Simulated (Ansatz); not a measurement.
`[CH3][GeH2][AlH][C]#N` + `[OH][GeH3]` → `[CH3][GeH2][GeH3]` + `N#[C][AlH][OH]`  (redistribution)

Program: Ansatz. Geometries: PBE0-D4/def2-TZVP. ΔE: electronic, gas phase. CBS: MP2 limit from def2 TZ/QZ plus the TZ coupled-cluster correction, frozen cores. Functionals use def2-TZVPP. B3LYP here is the variant with VWN-RPA as its local correlation; programs differ in this. HSE06 is defined as in plane-wave codes. For Ge outer-core shells are correlated without core-valence functions, which leaves a few kJ/mol of doubt a bond. Scalar relativity is left out up to krypton. Each species was taken in one conformer, which may not be the lowest.

| level | ΔE (kcal/mol) | difference from CCSD(T)/CBS |
| --- | --- | --- |
| LDA (SPW92) | -30.4 | 0.4 |
| PBE-D4 | -29.0 | 1.8 |
| revPBE-D4 | -28.7 | 2.1 |
| BLYP-D4 | -30.5 | 0.3 |
| r2SCAN-D4 | -30.8 | 0.0 |
| B97M-V | -29.7 | 1.1 |
| PBE0-D4 | -29.4 | 1.4 |
| B3LYP-D4 | -30.8 | 0.0 |
| r2SCANh-D4 | -30.9 | -0.1 |
| HSE06-D4 | -29.3 | 1.5 |
| BHLYP-D4 | -31.0 | -0.2 |
| CAM-B3LYP-D4 | -31.1 | -0.3 |
| ωB97X-V | -29.6 | 1.2 |
| ωB97M-V | -31.0 | -0.2 |
| B2PLYP | -30.9 | -0.1 |
| PBE-QIDH | -30.2 | 0.6 |
| PBE | -28.8 | 2.0 |
| revPBE | -28.2 | 2.6 |
| BLYP | -30.2 | 0.6 |
| r2SCAN | -30.8 | 0.0 |
| PBE0 | -29.3 | 1.5 |
| B3LYP | -30.5 | 0.3 |
| r2SCANh | -30.9 | -0.1 |
| r2SCAN0 | -31.1 | -0.3 |
| HSE06 | -29.2 | 1.6 |
| BHLYP | -30.8 | 0.0 |
| CAM-B3LYP | -31.1 | -0.3 |
| LC-ωPBE | -30.1 | 0.7 |
| RPA@PBE/def2-TZVPP | -29.1 | 1.7 |
| HF/def2-SVP | -29.2 | 1.6 |
| MP2/def2-SVP | -31.2 | -0.4 |
| CCSD/def2-SVP | -30.1 | 0.7 |
| SCS-MP2/def2-TZVPP | -30.5 | 0.3 |
| CCSD/def2-TZVPP | -30.5 | 0.3 |
| CCSD(T)/def2-TZVPP | -30.3 | 0.5 |
| HF/def2-QZVPP | -29.0 | 1.8 |
| MP2/def2-QZVPP | -31.9 | -1.1 |
| SCS-MP2/def2-QZVPP | -30.7 | 0.1 |
| HF/CBS(def2) | -29.0 | 1.8 |
| MP2/CBS(def2) | -32.1 | -1.3 |
| CCSD(T)/CBS | -30.8 | 0 |

Largest T1 diagnostic among the species: 0.014.

In def2-TZVPP, CCSD(T) changes the Hartree–Fock value by −1.3 kcal/mol (the triples alone add +0.2 kcal/mol) and MP2 by −2.6 kcal/mol. At CCSD(T), def2-SVP lies +0.9 kcal/mol from the extrapolated value and def2-TZVPP +0.5 kcal/mol. Leaving LDA and LC-ωPBE aside and taking each functional with its dispersion term where it has one, the values spread over 2.5 kcal/mol, from CAM-B3LYP-D4 to revPBE-D4. LDA lies −1.6 kcal/mol from PBE without D4.
